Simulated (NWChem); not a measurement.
System: BPH4; SMILES BP

The following NWChem deck was run.

```
start job
memory heap 200 mb stack 900 mb global 1100 mb
geometry units angstroms noautoz
  B      0.002886     1.306230     0.000000
  H     -0.068432     1.898260    -1.048941
  H     -0.068432     1.898260     1.048941
  P     -0.054894    -0.548707     0.000000
  H      0.741000    -0.970528    -1.094225
  H      0.741000    -0.970528     1.094225
end
basis spherical
  B library 6-31g*
  H library 6-31g*
  P library 6-31g*
end
dft
  xc xpbe96 cpbe96
  iterations 150
  mulliken
end
task dft energy
```

Excerpt of the output:

```
             Northwest Computational Chemistry Package (NWChem) 7.3.0
             --------------------------------------------------------

 CS  symmetry detected

                             Geometry "geometry" -> ""
                             -------------------------

 Output coordinates in angstroms (scale by  1.889725989 to convert to a.u.)

  No.       Tag          Charge          X              Y              Z
 ---- ---------------- ---------- -------------- -------------- --------------
    1 B                    5.0000     0.00728417    -1.29985480     0.00000000
    2 H                    1.0000    -0.05184139    -1.89322647    -1.04894100
    3 H                    1.0000    -0.05184139    -1.89322647     1.04894100
    4 P                   15.0000    -0.08863745     0.55350131     0.00000000
    5 H                    1.0000     0.69841182     0.99160366    -1.09422500
    6 H                    1.0000     0.69841182     0.99160366     1.09422500

 Effective nuclear repulsion energy (a.u.)      46.0835987318

      Symmetry information
      --------------------

 Group name             Cs
 Group number              2
 Group order               2
 No. of unique centers     4

  pbe96 is a nonlocal functional; adding pw91lda local functional.

                                 NWChem DFT Module
                                 -----------------

 Summary of "ao basis" -> "ao basis" (spherical)
 ------------------------------------------------------------------------------
       Tag                 Description            Shells   Functions and Types
 ---------------- ------------------------------  ------  ---------------------
 B                           6-31g*                  6       14   3s2p1d
 H                           6-31g*                  2        2   2s
 P                           6-31g*                  8       18   4s3p1d

      Symmetry analysis of basis
      --------------------------

        a'         27
        a"         13

            General Information
            -------------------
          SCF calculation type: DFT
          Wavefunction type:  closed shell.
          No. of atoms     :     6
          No. of electrons :    24
           Alpha electrons :    12
            Beta electrons :    12
          Charge           :     0
          Spin multiplicity:     1
          Use of symmetry is: on ; symmetry adaption is: on
          Maximum number of iterations: 150
          AO basis - number of functions:    40
                     number of shells:    22
          Convergence on energy requested:  1.00D-06
          Convergence on density requested:  1.00D-05
          Convergence on gradient requested:  5.00D-04

              XC Information
              --------------
          PerdewBurkeErnzerhof Exchange Functional  1.000
            Perdew 1991 LDA Correlation Functional  1.000 local
           PerdewBurkeErnz. Correlation Functional  1.000 non-local

             Grid Information
             ----------------
          Grid used for XC integration:  medium
          Radial quadrature: Mura-Knowles
          Angular quadrature: Lebedev.
          Tag              B.-S. Rad. Rad. Pts. Rad. Cut. Ang. Pts.
          ---              ---------- --------- --------- ---------
          B                   0.85       49           8.0       434
          H                   0.35       45          10.0       434
          P                   1.00       88           8.0       590
          Grid pruning is: on
          Number of quadrature shells:   227
          Spatial weights used:  Erf1

      Superposition of Atomic Density Guess
      -------------------------------------

 Sum of atomic energies:        -367.14914551

      Non-variational initial energy
      ------------------------------

 Total energy =    -367.809785
 1-e energy   =    -597.072662
 2-e energy   =     183.179279
 HOMO         =      -0.279625
 LUMO         =      -0.019395

      Symmetry analysis of molecular orbitals - initial
      -------------------------------------------------

  Numbering of irreducible representations:

     1 a'          2 a"

  Orbital symmetries:

     1 a'          2 a'          3 a'          4 a'          5 a"
     6 a'          7 a'          8 a'          9 a"         10 a'
    11 a"         12 a'         13 a'         14 a"         15 a'
    16 a'         17 a'         18 a"         19 a"         20 a'
    21 a'         22 a'

     ---------------------------------------------
      Total Density - Mulliken Population Analysis
     ---------------------------------------------

    Atom       Charge   Shell Charges
 -----------   ------   -------------------------------------------------------
    1 B    5     5.01   2.00  0.64  1.16  0.58  0.60  0.03
    2 H    1     1.00   0.49  0.51
    3 H    1     1.00   0.49  0.51
    4 P   15    15.22   2.00  2.00  5.98  1.17  2.42  0.47  1.13  0.06
    5 H    1     0.89   0.43  0.45
    6 H    1     0.89   0.43  0.45

   convergence    iter        energy       DeltaE   RMS-Dens  Diis-err
 ---------------- ----- ----------------- --------- --------- ---------
 d= 0,ls=0.0,diis     1   -368.3121610339 -4.14D+02  1.28D-02  1.62D-01
 d= 0,ls=0.0,diis     2   -368.3241559575 -1.20D-02  1.05D-02  5.83D-02
 d= 0,ls=0.0,diis     3   -368.3264757824 -2.32D-03  6.30D-03  4.11D-02
 d= 0,ls=0.0,diis     4   -368.3351408624 -8.67D-03  1.34D-03  1.63D-03
 d= 0,ls=0.0,diis     5   -368.3355260529 -3.85D-04  1.48D-04  1.71D-05
  Resetting Diis
 d= 0,ls=0.0,diis     6   -368.3355287246 -2.67D-06  5.24D-05  2.59D-06
 d= 0,ls=0.0,diis     7   -368.3355292089 -4.84D-07  1.97D-05  9.97D-08
 d= 0,ls=0.0,diis     8   -368.3355291989  9.92D-09  1.16D-05  1.46D-07
 d= 0,ls=0.0,diis     9   -368.3355292277 -2.87D-08  2.69D-06  7.70D-09

         Total DFT energy =     -368.335529227655
      One electron energy =     -598.741705309143
           Coulomb energy =      212.855840737917
    Exchange-Corr. energy =      -28.533263388259
 Nuclear repulsion energy =       46.083598731830

 Numeric. integr. density =       24.000003016475

                  Occupations of the irreducible representations
                  ----------------------------------------------

                     irrep           alpha         beta
                     --------     --------     --------
                     a'                9.0          9.0
                     a"                3.0          3.0

                       DFT Final Molecular Orbital Analysis
                       ------------------------------------

 Vector   10  Occ=2.000000D+00  E=-3.084726D-01  Symmetry=a'
              MO Center=  3.4D-03, -4.7D-01,  8.6D-15, r^2= 2.6D+00
   Bfn.  Coefficient  Atom+Function         Bfn.  Coefficient  Atom+Function
  ----- ------------  ---------------      ----- ------------  ---------------
    26     -0.354690  4 P  py                 4      0.329434  1 B  py
    25     -0.245227  4 P  px                24      0.190109  4 P  s
    22      0.143225  4 P  py                16     -0.133321  2 H  s
    18     -0.133321  3 H  s                 38     -0.133884  5 H  s
    40     -0.133884  6 H  s                 15     -0.127532  2 H  s

 Vector   11  Occ=2.000000D+00  E=-2.980532D-01  Symmetry=a"
              MO Center=  4.9D-02, -1.3D+00, -4.9D-15, r^2= 2.5D+00
   Bfn.  Coefficient  Atom+Function         Bfn.  Coefficient  Atom+Function
  ----- ------------  ---------------      ----- ------------  ---------------
     5      0.383372  1 B  pz                15     -0.227350  2 H  s
    17      0.227350  3 H  s                 16     -0.221078  2 H  s
    18      0.221078  3 H  s                  9      0.147605  1 B  pz
    27     -0.143206  4 P  pz                38      0.141445  5 H  s
    40     -0.141445  6 H  s                 37      0.111261  5 H  s

 Vector   12  Occ=2.000000D+00  E=-2.321208D-01  Symmetry=a'
              MO Center= -2.2D-01,  3.1D-01, -1.2D-16, r^2= 2.2D+00
   Bfn.  Coefficient  Atom+Function         Bfn.  Coefficient  Atom+Function
  ----- ------------  ---------------      ----- ------------  ---------------
    25      0.455971  4 P  px                26     -0.302387  4 P  py
    29      0.294585  4 P  px                24     -0.199973  4 P  s
    30     -0.182016  4 P  py                 4      0.179355  1 B  py
    21     -0.178385  4 P  px                 3      0.162266  1 B  px
    28     -0.147220  4 P  s                 22      0.118239  4 P  py

 Vector   13  Occ=0.000000D+00  E=-8.909682D-02  Symmetry=a'
              MO Center=  1.0D-02, -8.2D-01, -2.4D-16, r^2= 2.7D+00
   Bfn.  Coefficient  Atom+Function         Bfn.  Coefficient  Atom+Function
  ----- ------------  ---------------      ----- ------------  ---------------
     7      0.548788  1 B  px                 3      0.487881  1 B  px
    28      0.363756  4 P  s                 38     -0.270084  5 H  s
    40     -0.270084  6 H  s                 30      0.153689  4 P  py
    24      0.142694  4 P  s                 25     -0.142622  4 P  px
    26      0.132557  4 P  py                37     -0.094979  5 H  s

 Vector   14  Occ=0.000000D+00  E= 1.177104D-02  Symmetry=a"
              MO Center= -7.4D-02,  4.0D-01, -1.2D-15, r^2= 3.3D+00
   Bfn.  Coefficient  Atom+Function         Bfn.  Coefficient  Atom+Function
  ----- ------------  ---------------      ----- ------------  ---------------
    31      1.025047  4 P  pz                38      0.907317  5 H  s
    40     -0.907317  6 H  s                 27      0.481734  4 P  pz
    16      0.304428  2 H  s                 18     -0.304428  3 H  s
    37      0.165041  5 H  s                 39     -0.165041  6 H  s
    23     -0.160881  4 P  pz                35      0.125372  4 P  d  1

 Vector   15  Occ=0.000000D+00  E= 4.214738D-02  Symmetry=a'
              MO Center= -6.2D-02,  6.0D-01, -1.0D-14, r^2= 3.6D+00
   Bfn.  Coefficient  Atom+Function         Bfn.  Coefficient  Atom+Function
  ----- ------------  ---------------      ----- ------------  ---------------
     6      1.314612  1 B  s                 30      1.292103  4 P  py
    38     -0.733075  5 H  s                 40     -0.733075  6 H  s
    29      0.630229  4 P  px                 8      0.442012  1 B  py
     7     -0.323675  1 B  px                25      0.274321  4 P  px
    24      0.247377  4 P  s                 26      0.242314  4 P  py

     ---------------------------------------------
      Total Density - Mulliken Population Analysis
     ---------------------------------------------

    Atom       Charge   Shell Charges
 -----------   ------   -------------------------------------------------------
    1 B    5     5.09   2.00  0.59  1.41  0.51  0.56  0.02
    2 H    1     0.97   0.51  0.46
    3 H    1     0.97   0.51  0.46
    4 P   15    15.11   2.00  2.00  5.97  1.20  2.50  0.45  0.92  0.08
    5 H    1     0.93   0.50  0.44
    6 H    1     0.93   0.50  0.44

     -------------------------------------------
      Total Density - Lowdin Population Analysis
     -------------------------------------------

    Atom       Charge   Shell Charges
 -----------   ------   -------------------------------------------------------
    1 B    5     5.30   1.99  0.50  1.27  0.46  1.02  0.06
    2 H    1     0.94   0.48  0.46
    3 H    1     0.94   0.48  0.46
    4 P   15    14.95   2.00  1.99  5.89  0.89  2.23  0.49  1.37  0.09
    5 H    1     0.94   0.48  0.46
    6 H    1     0.94   0.48  0.46

     Multipole analysis of the density
     ---------------------------------

     L   x y z        total         alpha         beta         nuclear
     -   - - -        -----         -----         ----         -------
     0   0 0 0     -0.000000    -12.000000    -12.000000     24.000000

     1   1 0 0      0.334739      0.167370      0.167370      0.000000
     1   0 1 0      0.186160      0.093080      0.093080     -0.000000
     1   0 0 1     -0.000000     -0.000000     -0.000000      0.000000

     2   2 0 0    -16.539852    -10.232311    -10.232311      3.924769
     2   1 1 0      0.902287     -0.973951     -0.973951      2.850189
     2   1 0 1     -0.000000     -0.000000     -0.000000      0.000000
     2   0 2 0    -16.792478    -47.997086    -47.997086     79.201694
     2   0 1 1     -0.000000     -0.000000     -0.000000      0.000000
     2   0 0 2    -15.453416    -15.931605    -15.931605     16.409795
```

Level: PBE/6-31G* (spherical d). The geometry was optimised at PBE0/def2-SVP.
